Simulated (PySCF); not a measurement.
CH2NS, SMILES N[C]=S, multiplicity 2. Coordinates come from a PBE-D3(BJ)/def2-TZVP optimisation. The isomer is the one that the SMILES or the coordinates give; other isomers of the formula were not compared. Other conformers were not sampled.

These are PBE-D3(BJ)/def2-TZVP in PySCF values and carry that method's errors.

Harmonic wavenumbers (cm⁻¹): 361, 455, 576, 864, 1118, 1502, 1581, 3318, 3534. Rotational constants (GHz): 122.7, 5.851, 5.585; symmetry number 1.

Work out the zero-point energy and the ideal-gas rigid-rotor harmonic-oscillator thermochemistry at 298.15 K and 1 atm.

ZPE = ½ Σ hcν = ½ × 13308 cm⁻¹ = 19.02 kcal/mol. H − E(el) = 21.94 kcal/mol. Entropy in cal/(mol K): translation 38.20, rotation 21.91, vibration 2.63, spin 1.38, total 64.12. G − E(el) = 2.83 kcal/mol. Cp = 12.88 cal/(mol K).
